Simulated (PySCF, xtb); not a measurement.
C₂H₆O₃Si, SMILES [Si]1(O)(COC1)O.

xtb 6.7.1 with GFN2-xTB at its own geometry gives an orbital gap of 6.47 eV and a dipole moment of 3.34 D.

The structure is a stationary point at r2SCAN-D4/def2-SVP. This is a generated structure with no PubChem entry under its InChIKey; it may be hypothetical. The values are those of a single conformer.

### Question
What does B3LYP/def2-TZVP in PySCF give? (Estimate from the structure and the level; the computed values follow.)

### Answer
gap 7.15 eV (levels -7.03 and 0.12 eV), dipole 1.68 D.
